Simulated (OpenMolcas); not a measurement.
Ionisation energies of silicon

```
Program             : OpenMolcas 26.06
Basis               : ANO-RCC-VQZP [6s5p3d2f1g]
Scalar Hamiltonian  : DKH2, point nucleus
Spin-orbit coupling : RASSI with atomic mean-field integrals over the reference wave functions, term energies averaged over their components
```

Active shells in each charge state: the valence s, p shells, with orbitals averaged over the low states. Where CASPT2's correlated closed shells are named, they are those of the first ion.

A. CASSCF
B. SS-CASPT2, IPEA 0.25 Eh, imaginary shift 0.1 Eh (closed shells correlated: 2s 2p)
C. SS-CASPT2, IPEA 0.25 Eh, imaginary shift 0.1 Eh (closed shells correlated: none)
D. SS-CASPT2, IPEA 0 Eh, imaginary shift 0.1 Eh (closed shells correlated: 2s 2p)

Energies in eV between the lowest computed levels, named as in B; reference values from the NIST Atomic Spectra Database with their kind.

```csv
From,To,A,B,C,D,Spin-orbit share in B,Reference
Si 3s2 3p2 3P0,Si+ 3s2 3p 2P* 1/2,7.276,7.933,7.923,8.067,-0.005,8.152 (measured)
Si+ 3s2 3p 2P* 1/2,Si2+ 3s2 1S0,15.214,16.037,16.010,16.174,+0.021,16.346 (measured)
Si2+ 3s2 1S0,Si3+ 3s 2S 1/2,33.169,33.311,33.245,33.313,+0.000,33.493 (measured)
Si3+ 3s 2S 1/2,Si4+ 2p6 1S0,44.730,44.860,44.730,44.864,+0.000,45.142 (measured)
```

Steps that some method lacks are left out, and so are those with a state whose active s or d shell is doubly occupied in every root (s and p with five to eight electrons, d10) over a frozen core shell of the same l, since the two then mix freely.

Error against the reference values, in %:

```tsv
From	Reference	A	B	C	D
Si	measured	-10.7	-2.7	-2.8	-1.0
Si+	measured	-6.9	-1.9	-2.1	-1.1
Si2+	measured	-1.0	-0.5	-0.7	-0.5
Si3+	measured	-0.9	-0.6	-0.9	-0.6
```

Mean absolute error over the 4 measured values: A 0.69 eV, B 0.25 eV, C 0.31 eV, D 0.18 eV. D lies closest.

* marks odd parity.
